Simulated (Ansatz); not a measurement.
Consider the formal exchange of groups at a Te–C bond: `C=CC[TeH]` + `COCF` → `COC(F)[TeH]` + `C=CC`.

Computed with Ansatz on PBE0-D4/def2-TZVP structures; ΔE is electronic, products minus reactants. CBS: MP2 limit from def2 TZ/QZ plus the TZ coupled-cluster correction, frozen cores. Functionals use def2-TZVPP. def2 core potentials past Kr. For Te outer-core shells are correlated without core-valence functions, which leaves a few kJ/mol of doubt a bond. One conformer a species, not always the lowest.

CCSD(T)/CBS gives +18.6 kJ/mol.

Question: Another level gave +13.7 kJ/mol. Which?
A. CCSD(T)/def2-TZVPP
B. CAM-B3LYP/def2-TZVPP
C. LDA (SPW92)/def2-TZVPP
D. HF/def2-TZVPP

Answer: B. CAM-B3LYP 13.7, CCSD(T)/def2-TZVPP 19.6, HF/def2-TZVPP 24.7, LDA (SPW92) 8.5 kJ/mol.

Largest T1 diagnostic among the species: 0.012.

From PBE to PBE0 (25 % exact exchange), in def2-TZVPP and without D4, ΔE moves by +3.9 kJ/mol. Leaving LDA and LC-ωPBE aside and taking each functional with its dispersion term where it has one, the values, not all of them listed here, spread over 7.7 kJ/mol, from r2SCAN-D4 to PBE-QIDH. LDA lies −3.6 kJ/mol from PBE without D4.
